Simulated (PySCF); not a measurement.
CH3CdIO. Atoms are numbered in the order given.

```xyz
7

Cd     0.1337    -0.8020     0.0000
I     -0.0760     1.7910     0.0000
O      0.4677    -2.7702     0.0000
C     -0.5844    -3.7057     0.0000
H     -1.2458    -3.6515    -0.9000
H     -0.1343    -4.7258     0.0000
H     -1.2458    -3.6515     0.9000
```
Charge 0, spin multiplicity 1.

Geometry optimised at PBE-D3(BJ)/def2-SVP. The structure was generated by enumeration; whether it is a known compound was not checked. The def2 effective core potentials stand for the cores of Cd, I; spin–orbit coupling is left out. One conformer was computed; it need not be the lowest.

Computed with PBE-D3(BJ)/def2-SVP (PySCF).

Frequencies are harmonic and unscaled.

```
mode  ν (cm⁻¹)  IR (km/mol)   moving atoms (share of kinetic energy)
----  --------  -----------  ---------------------------------------
1           59          1.9          Cd 39 %, C 31 %, H 14 %, I 11 %
2           72          5.0                  Cd 33 %, O 28 %, H 26 %
3          150          7.4                           H 67 %, O 27 %
4          187          6.2          I 42 %, Cd 20 %, C 19 %, O 13 %
5          229          8.1  O 29 %, Cd 28 %, C 19 %, H 14 %, I 11 %
6          507         36.2                   O 67 %, Cd 18 %, C 9 %
7         1081        201.5                           O 50 %, C 45 %
8         1127          0.0                           H 77 %, C 19 %
9         1138         10.3                           H 74 %, C 20 %
10        1410          1.3                                   H 96 %
11        1414         26.1                                   H 93 %
12        1430         70.2                                   H 92 %
13        2874        176.6                                   H 97 %
14        2932         62.8                           H 90 %, C 10 %
15        2972         31.8                            H 91 %, C 9 %
```
